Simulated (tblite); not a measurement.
Species: C₆H₇FO.
Cartesian coordinates in Å at the GFN2-xTB level; atoms count from 1:
```xyz
15
C6H7FO angstrom
C     -2.025    0.600   -2.526
C     -1.436    0.481   -1.486
C     -0.769    0.357   -0.247
C     -1.434    0.922    0.975
C      0.421   -0.250   -0.181
F      1.009   -0.753   -1.289
O      1.127   -0.416    0.952
C      2.371   -1.081    0.853
H     -2.531    0.699   -3.439
H     -0.809    0.753    1.847
H     -2.403    0.449    1.128
H     -1.598    1.992    0.851
H      2.769   -1.105    1.865
H      3.057   -0.539    0.197
H      2.245   -2.100    0.478
```

Computed values, GFN2-xTB/tblite, gas phase, harmonic and unscaled. Against measured fundamentals such values can be off by several per cent, at times by over 20. One conformer, not necessarily the lowest.

Harmonic wavenumbers (cm⁻¹): 34.7, 89.9, 110.4, 115.7, 178.8, 203.0, 241.3, 297.5, 397.5, 417.2, 457.1, 523.3, 540.8, 636.7, 671.5, 730.7, 942.8, 1033.5, 1040.9, 1107.4, 1125.6, 1156.8, 1220.3, 1262.0, 1395.4, 1406.5, 1461.0, 1470.4, 1470.8, 1478.7, 1708.6, 2256.6, 2956.4, 2969.5, 3008.6, 3022.1, 3042.4, 3066.2, 3399.7.

A = 3860, B = 1397, C = 1039 MHz; mass 114.048 u (most abundant isotopes); point group Cs, symmetry number 1.

Q: Zero-point energy?

A: ½Σν̃ = 24324 cm⁻¹ = 69.55 kcal/mol.

Q: Entropy at 273.15 K, 1 bar (ideal gas, RRHO, classical rotation)?

A: Translation 39.70, rotation 28.18, vibration 26.45: S = 94.3 cal/(mol K).

Q: And Cp and H(273.15 K) − H(0)?

A: Cp = 33.18 cal/(mol K), of which vibrations give 25.24 (their classical limit is 39 R = 77.5); H(273.15 K) − H(0) = 5.90 kcal/mol without the zero-point energy, 3.73 from vibrations.

Q: Blend soft modes into free rotors: weight 1/[1 + (100 cm⁻¹/ν̃)⁴] for the oscillator and the rest for a rotor with moment μB/(μ + B), μ = h/(8π²ν), B = 10⁻⁴⁴ kg m². What vibrational entropy results?

A: 24.27 cal/(mol K) in place of 26.45, which changes −T·S at 273.15 K by +0.59 kcal/mol.

Q: What must be added to the electronic energy to get the Gibbs energy at 273.15 K and 1 bar?

A: ZPE + [H(273.15 K) − H(0)] − T·S = 69.55 + 5.90 − 25.77 = 49.68 kcal/mol.

Q: How do the functions run with temperature in this model?

A: 
```csv
T (K),S (cal/(mol K)),Cp (cal/(mol K)),H − H(0) (kcal/mol),G − H(0) (kcal/mol),ln q(vib)
150,77.5,23.6,2.39,-9.24,3.22
250,91.5,31.5,5.16,-17.71,5.84
298.15,97.3,35.0,6.76,-22.26,7.06
400,108.6,41.8,10.68,-32.75,9.52
600,127.7,52.5,20.17,-56.43,14.02
900,151.1,63.1,37.64,-98.39,20.08
```

q(vib) and H(0) count from the zero-point level.

Hindered rotation and anharmonicity are outside this model. Other conformers, if any are populated, would add a mixing term that is left out.

On one thread of an Arm Neoverse V1, shared host, this took 0.41 s wall. This covers the Hessian and the dipole derivatives.
